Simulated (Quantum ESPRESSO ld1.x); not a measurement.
The numbers below are computed, except where a source is named.
Task: Radial electron density D(r) = 4 pi r^2 rho(r) of an atom or ion with 10 electrons. Code: ld1.x of Quantum ESPRESSO 7.5. Model: non-relativistic Kohn-Sham, LDA (Slater exchange, Perdew-Wang correlation), spin-polarised, spherical densities, point nucleus.

| r (bohr) | D(r) (e/bohr) | spin D(r) |
|---|---|---|
| 0.002809 | 0.9103 | 0.00894 |
| 0.003514 | 1.375 | 0.0135 |
| 0.004362 | 2.031 | 0.0199 |
| 0.005457 | 3.009 | 0.0296 |
| 0.006827 | 4.398 | 0.0433 |
| 0.008541 | 6.320 | 0.0623 |
| 0.01069 | 8.887 | 0.0879 |
| 0.01326 | 12.04 | 0.120 |
| 0.01659 | 15.97 | 0.161 |
| 0.02076 | 20.32 | 0.210 |
| 0.02597 | 24.59 | 0.268 |
| 0.03249 | 27.95 | 0.338 |
| 0.04032 | 29.50 | 0.431 |
| 0.05044 | 28.73 | 0.590 |
| 0.06311 | 25.83 | 0.886 |
| 0.07896 | 22.28 | 1.42 |
| 0.09878 | 20.42 | 2.27 |
| 0.1226 | 21.73 | 3.32 |
| 0.1534 | 25.49 | 4.33 |
| 0.1919 | 28.17 | 4.67 |
| 0.2401 | 26.04 | 3.93 |
| 0.3003 | 18.76 | 2.47 |
| 0.3757 | 10.23 | 1.38 |
| 0.4663 | 4.851 | 1.39 |
| 0.5834 | 2.758 | 1.92 |
| 0.7299 | 1.913 | 1.80 |
| 0.9131 | 0.9658 | 0.958 |
| 1.142 | 0.2692 | 0.269 |
| 1.418 | 0.03904 | 0.0390 |
| 1.774 | 0.002203 | 0.00220 |

What is the nuclear charge?

Result: Z = 25. The innermost maximum, from 1s, lies near 1/Z = 0.04 bohr (found: 0.0420), and its height grows with Z. The density is that of the manganese ion Mn15+ in [He] 2s2 2p5 3s1; the configuration itself is not fixed sharply by these data, and Z only to about a unit. D(r) has 2 maxima, at r = 0.0420, 0.198 bohr, and minima at 0.101 bohr, inside which lie 2.19 electrons.
